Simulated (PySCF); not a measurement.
SMILES C([SiH2]B)[Si](C)(C)C (C4H15BSi2), GFN2-xTB optimised geometry. Atoms within 1.6 Å of the plane z = 0.6 Å (x, y, z in Å): B1 (-1.03, -2.64, 0.50), Si4 (-0.14, 0.86, 0.00), C5 (1.76, 0.86, 0.00), C6 (-0.79, 2.65, 0.00), C7 (-0.76, -0.01, 1.59), H8 (-2.16, -2.72, 0.80), H9 (-0.27, -3.20, 1.20), H14 (2.16, 1.42, 0.84), H15 (2.15, -0.15, 0.05), H16 (2.15, 1.31, -0.91), H17 (-0.45, 3.20, 0.87), H18 (-1.88, 2.68, 0.00), H19 (-0.45, 3.19, -0.88), H21 (-1.76, 0.30, 1.87), H22 (-0.79, -1.10, 1.42).

Method: PySCF with PBE/def2-SVP. Cells within 0.4 Å of a nucleus heavier than hydrogen are left out (blank, or x).

Map of the electron localisation function on the plane z = 0.6 Å:

```
|000000000000000000000000000|
|000000000000000000000000000|
|000000000000100000000000000|
|000000000013641000000000000|
|000000011138995000000000000|
|000000377459997000000000000|
|000000799869995000000000000|
|000000799866861001441000000|
|000000378656751017996100000|
|000000000137752359998200000|
|000000000024102779998200000|
|000000000035002876873000000|
|000000000158413655652000000|
|000000000148863248996100000|
|000000000024531028998200000|
|000000000023200007998100000|
|000000000012100000452000000|
|000001465312110000000000000|
|000006999810331000000000000|
|0000199999xx574000000000000|
|00001999990x997100000000000|
|000007999827998200000000000|
|000001787316997200000000000|
|000000111002663000000000000|
|000000000000110000000000000|
|000000000000000000000000000|
|000000000000000000000000000|
```
Scale: ten equal steps from 0.000 (start of '0') to 0.999 (end of '9'), in the order '0123456789'; x runs from -5.50 to 5.50, y from -5.50 (bottom) to 5.50 (top).
